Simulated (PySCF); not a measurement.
Match the calculated data to a structure.

All candidates are C6H11NSi.

| technique | computed result |
| --- | --- |
| Rotational structure | rotational constants A, B, C: 4.277, 0.597, 0.542 GHz [GFN2-xTB] |
| Dipole | 2.19 D [PBE0/pcSseg-1] |
| 13C NMR | chemical shifts (computed TMS as zero) by class: 114.4 (1 C), 88.8 (1 C), 28.0 (1 C), 14.2 (1 C), 7.0 (2 C) ppm [GIAO PBE0/pcSseg-1] |
| NMR, other nuclei | isotropic shieldings of nuclei other than C and H, by class: 254 (1 N), 413 (1 Si) ppm [GIAO PBE0/pcSseg-1] |
| 1H NMR | chemical shifts (computed TMS as zero) by class: 4.76 (2 H), 2.12 (2 H), 0.95 (1 H), 0.53 (2 H), 0.36 (2 H), 0.13 (2 H) ppm [GIAO PBE0/pcSseg-1] |

Gas-phase values; electronic properties from PySCF, density fitting. Levels stand in brackets. Isolated species at its GFN2-xTB geometry (one conformer only). NMR classes are plain means over equivalent atoms (diastereotopic ones count apart unless rotation or inversion swaps them), as if these changed places fast.

**Question.** Which candidate is it?
A. `C#C[Si@H](/C=C\C)NC`
B. `CC[Si@H]1C[C@H](C#N)C1`
C. `N[SiH2]C#CCC1CC1`
D. `C=NC/C(C)=C1\C[SiH2]1`

**Answer.** C. It is `N[SiH2]C#CCC1CC1`. Numbering: `[NH2:1][SiH2:2][C:3]#[C:4][CH2:5][CH:6]1[CH2:7][CH2:8]1`. Its formula, C6H11NSi, gives 3 degrees of unsaturation: 1 ring and 2 π bonds in the structure found. 6 carbons fall into 5 classes; from least to most shielded: alkyne carbon [C4] (114.4 ppm), alkyne carbon [C3] (88.8 ppm), propargylic carbon [C5] (28.0 ppm), three-membered-ring carbon [C6] (14.2 ppm), three-membered-ring carbon [C7/C8] (7.0 ppm, 2 C). Hydrogen classes from least to most shielded: 2 H on an SiH2 silicon, Si2 (4.76 ppm), 2 H on a propargylic carbon, C5 (2.12 ppm, a mean of values up to 1.7 ppm apart in this geometry), 1 H on a three-membered-ring carbon, C6 (0.95 ppm), 2 H on 2 three-membered-ring carbons, C7/C8 (0.53 ppm), 2 H on a silicon-bound nitrogen, N1 (0.36 ppm), 2 H on 2 three-membered-ring carbons, C7/C8 (0.13 ppm). The other shieldings belong to: 254 ppm, silicon-bound nitrogen [N1]; 413 ppm, SiH2 silicon [Si2]. The optimised geometry has point group C1 and is an asymmetric top.

The others, at the same levels:
- `CC[Si@H]1C[C@H](C#N)C1` fails: its computed 13C shifts are 130.0 (1 C), 20.0 (2 C), 18.7 (1 C), 11.9 (1 C), 9.2 (1 C) ppm, 1H shifts are 5.12 (1 H), 3.05 (1 H), 1.82 (2 H), 1.76 (2 H), 1.11 (3 H), 0.98 (2 H) ppm and rotational constant A is 5.092 GHz (against 4.277 GHz).
- `C=NC/C(C)=C1\C[SiH2]1` fails: it has 6 carbon classes against 5; its computed 13C shifts are 154.9 (1 C), 154.7 (1 C), 127.2 (1 C), 73.4 (1 C), 28.6 (1 C), -0.5 (1 C) ppm, 1H shifts are 7.80 (1 H), 7.20 (1 H), 4.55 (2 H), 3.18 (2 H), 2.45 (3 H), 1.10 (2 H) ppm and rotational constant A is 2.979 GHz (against 4.277 GHz).
- `C#C[Si@H](/C=C\C)NC` fails: it has 6 carbon classes against 5; its computed 13C shifts are 158.7 (1 C), 129.7 (1 C), 99.7 (1 C), 91.9 (1 C), 31.6 (1 C), 24.2 (1 C) ppm, 1H shifts are 6.95 (1 H), 5.78 (1 H), 5.13 (1 H), 2.86 (3 H), 2.07 (3 H), 1.83 (1 H), 0.07 (1 H) ppm and rotational constant A is 2.147 GHz (against 4.277 GHz).

Each candidate is one conformer, not necessarily the lowest. Dipoles, sizes and rotational constants follow the conformer. The torsions of the flexible species, by atom-mapped SMILES:
- `[NH2:1][SiH2:2][C:3]#[C:4][CH2:5][CH:6]1[CH2:7][CH2:8]1`: C4–C5–C6–C7 -151°, H–N1–Si2–C3 -67°, H–N1–Si2–C3 69°
- `[CH3:1][CH2:2][Si@H:3]1[CH2:4][C@H:5]([C:6]#[N:7])[CH2:8]1`: C1–C2–Si3–C4 80°
- `[CH2:1]=[N:2][CH2:3]/[C:4]([CH3:5])=[C:6]1\[CH2:7][SiH2:8]1`: C1–N2–C3–C4 115°, N2–C3–C4–C5 68°
- `[CH:1]#[C:2][Si@H:3](/[CH:4]=[CH:5]\[CH3:6])[NH:7][CH3:8]`: C2–Si3–C4–C5 176°, C2–Si3–N7–C8 -60°
